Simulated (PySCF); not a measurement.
H₃ClMgSi, singlet, at a GFN2-xTB geometry (such geometries of metal compounds can be far from the true shape); HF/6-31G, polarisability (PySCF).

PySCF was given this input:
```python
from pyscf import gto, scf
from pyscf.prop import polarizability

mol = gto.Mole()
mol.atom = '''
    Mg    0.51659587    0.05768060   -0.51003876
    Cl   -0.76204294    1.76175544   -0.90280659
    Si    0.40949217   -1.73194106    1.18868704
    H     0.39867677   -3.12075333    0.68626367
    H    -0.85862766   -1.56527193    1.93581876
    H     1.48264016   -1.70880973    2.20447611
'''
mol.basis = '6-31g'
mol.verbose = 4
mol.build()

mf = scf.RHF(mol)
mf.kernel()
alpha = mf.Polarizability().polarizability()[2, 2]
print('alpha_zz =', alpha)
```

The log (banner, timings and long lists left out):

```
site-packages/pyscf/prop/efg/rhf.py:45: UserWarning: Module EFG is under testing
  warnings.warn('Module EFG is under testing')
site-packages/pyscf/prop/efg/dhf.py:30: UserWarning: Module EFG is under testing
  warnings.warn('Module EFG is under testing')
site-packages/pyscf/prop/zfs/uhf.py:40: UserWarning: Module ZFS is under testing
  warnings.warn('Module ZFS is under testing')
site-packages/pyscf/prop/gtensor/uhf.py:43: UserWarning: Module g-tensor is under testing
  warnings.warn('Module g-tensor is under testing')
site-packages/pyscf/prop/gtensor/uks.py:41: UserWarning: Module g-tensor is under testing
  warnings.warn('Module g-tensor is under testing')
site-packages/pyscf/prop/hfc/uks.py:35: UserWarning: Module HFC is under testing
  warnings.warn('Module HFC is under testing')
site-packages/pyscf/prop/magnetizability/rhf.py:39: UserWarning: Module magnetizability is under testing
  warnings.warn('Module magnetizability is under testing')
site-packages/pyscf/prop/magnetizability/uhf.py:37: UserWarning: Module magnetizability is under testing
  warnings.warn('Module magnetizability is under testing')
site-packages/pyscf/prop/magnetizability/rks.py:37: UserWarning: Module magnetizability is under testing
  warnings.warn('Module magnetizability is under testing')
site-packages/pyscf/prop/magnetizability/uks.py:39: UserWarning: Module magnetizability is under testing
  warnings.warn('Module magnetizability is under testing')
site-packages/pyscf/prop/polarizability/uhf.py:34: UserWarning: Module polarizability is under testing
  warnings.warn('Module polarizability is under testing')
site-packages/pyscf/prop/polarizability/rks.py:29: UserWarning: Module polarizability is under testing
  warnings.warn('Module polarizability is under testing')
site-packages/pyscf/prop/polarizability/uks.py:29: UserWarning: Module polarizability is under testing
  warnings.warn('Module polarizability is under testing')
PySCF version 2.14.0

[INPUT] verbose = 4
[INPUT] num. atoms = 6
[INPUT] num. electrons = 46
[INPUT] charge = 0
[INPUT] spin (= nelec alpha-beta = 2S) = 0
[INPUT] symmetry False subgroup None
[INPUT] Mole.unit = angstrom
[INPUT] Symbol           X                Y                Z      unit          X                Y                Z       unit  Magmom
[INPUT]  1 Mg     0.516595870000   0.057680600000  -0.510038760000 AA    0.976224711381   0.109000536701  -0.963833569313 Bohr   0.0
[INPUT]  2 Cl    -0.762042940000   1.761755440000  -0.902806590000 AA   -1.440052451758   3.329235280063  -1.706057198552 Bohr   0.0
[INPUT]  3 Si     0.409492170000  -1.731941060000   1.188687040000 AA    0.773828051454  -3.272894267289   2.246292953420 Bohr   0.0
[INPUT]  4 H      0.398676770000  -3.120753330000   0.686263670000 AA    0.753389907526  -5.897369096024   1.296850385539 Bohr   0.0
[INPUT]  5 H     -0.858627660000  -1.565271930000   1.935818760000 AA   -1.622571120376  -2.957935258169   3.658167283195 Bohr   0.0
[INPUT]  6 H      1.482640160000  -1.708809730000   2.204476110000 AA    2.801783843681  -3.229182388692   4.165856096047 Bohr   0.0

nuclear repulsion = 142.468487072454
number of shells = 27
number of NR pGTOs = 150
number of NR cGTOs = 45
basis = 6-31g
ecp = {}

******** <class 'pyscf.scf.hf.RHF'> ********
method = RHF
initial guess = minao
damping factor = 0
level_shift factor = 0
DIIS = <class 'pyscf.scf.diis.CDIIS'>
diis_start_cycle = 1
diis_space = 8
diis_damp = 0
SCF conv_tol = 1e-09
SCF conv_tol_grad = None
SCF max_cycles = 50
direct_scf = True
direct_scf_tol = 1e-13
Set gradient conv threshold to 3.16228e-05
Initial guess from minao.
init E= -949.645742363827
  HOMO = -0.284053726630807  LUMO = -0.0290011786616979  gap/eV = 6.94033
cycle= 1 E= -949.691517238919  delta_E= -0.0458  |g|= 0.282  |ddm|=  1.9
  HOMO = -0.365196554695227  LUMO = -0.0189701306567891  gap/eV = 9.42130
cycle= 2 E= -949.734137632408  delta_E= -0.0426  |g|= 0.108  |ddm|= 0.758
  HOMO = -0.364926420159135  LUMO = -0.00696982901131626  gap/eV = 9.74049
cycle= 3 E= -949.738685492619  delta_E= -0.00455  |g|= 0.0222  |ddm|= 0.186
  HOMO = -0.362626828217831  LUMO = -0.00412657465524702  gap/eV = 9.75529
cycle= 4 E= -949.739239084289  delta_E= -0.000554  |g|= 0.00419  |ddm|= 0.0945
  HOMO = -0.364374303583254  LUMO = -0.00505568879755725  gap/eV = 9.77756
cycle= 5 E= -949.739263778044  delta_E= -2.47e-05  |g|= 0.00135  |ddm|= 0.0178
  HOMO = -0.364176562443496  LUMO = -0.00526300388432155  gap/eV = 9.76654
cycle= 6 E= -949.739266256924  delta_E= -2.48e-06  |g|= 0.00037  |ddm|= 0.00567
  HOMO = -0.364184830000734  LUMO = -0.00528507257303223  gap/eV = 9.76616
cycle= 7 E= -949.739266462668  delta_E= -2.06e-07  |g|= 7.41e-05  |ddm|= 0.00168
  HOMO = -0.364175869037416  LUMO = -0.00528270962817068  gap/eV = 9.76598
cycle= 8 E= -949.739266470992  delta_E= -8.32e-09  |g|= 1.3e-05  |ddm|= 0.000342
  HOMO = -0.364175059330786  LUMO = -0.00528294976947619  gap/eV = 9.76595
cycle= 9 E= -949.739266471207  delta_E= -2.14e-10  |g|= 1.67e-06  |ddm|= 6.07e-05
  HOMO = -0.364175203655569  LUMO = -0.00528281426967969  gap/eV = 9.76596
Extra cycle  E= -949.739266471207  delta_E= -4.55e-13  |g|= 6.49e-07  |ddm|= 5.43e-06
converged SCF energy = -949.739266471207
Isotropic polarizability 54.4969635669
Polarizability anisotropy 8.79602021212
alpha_zz = 55.22230824209206
```
